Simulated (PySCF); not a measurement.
Computed with PySCF with M06-2X/def2-TZVP // PBE0-D3(BJ)/def2-TZVP. Isolated molecules, 0 K electronic values unless said otherwise. 

Reference species (SMILES): `[BH]F` (neutral, multiplicity 2).

```yaml
dipole_moment: 0.66 D
```

Changed species: `[BH2]` (radical fragment; the reference has radical fragment).

Task: Give the shifts of the dipole moment.

Result: the dipole moment falls by 0.19 D, to 0.47 D.
